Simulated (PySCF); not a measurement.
A GIAO shielding run with PySCF (density fitting, non-relativistic, gas phase) on SMILES S(/C(=C(/C#C)CC)C)[SiH3], C₇H₁₂SSi:

```
$ OMP_NUM_THREADS=1 python probes_run.py task.json out

{"job": {"kind": "nmr", "xc": "PBE0", "basis": "pcSseg-1"}, "charge": 0, "multiplicity": 1}
C     -2.152125     2.282928     1.063243
C     -1.472212     1.345117     0.742785
C     -0.727027     0.191136     0.406581
C     -1.340402    -1.113072     0.837218
C     -2.324735    -1.617180    -0.217664
C      0.422777     0.297565    -0.277811
C      1.005744     1.595828    -0.732176
S      1.304508    -1.170956    -0.758932
Si     3.361625    -0.706798    -0.356070
H     -2.732014     3.113557     1.335453
H     -0.551991    -1.854672     0.976733
H     -1.863757    -0.969616     1.785345
H     -2.782219    -2.548495     0.107508
H     -1.803731    -1.793589    -1.155493
H     -3.108828    -0.881769    -0.385683
H      1.242710     1.550971    -1.794812
H      0.299030     2.404623    -0.558749
H      1.927302     1.816229    -0.189688
H      3.982744    -2.014367    -0.465511
H      3.436859    -0.145135     0.987060
H      3.866822     0.234637    -1.349808
```

Hardware: 1 thread of an Arm Neoverse N1, shared host. The job also computes population analyses, field gradients.

**Question.** How large is the calculation?

**Answer.** 84 electrons, 227 basis functions and 1219 auxiliary functions.

**Question.** How long does it take, and how much memory does it need?

**Answer.** 110 s of wall time, with 14 SCF cycles and 5 response iterations; peak memory 1.1 GiB. Times on a shared host scatter by some tens of per cent.
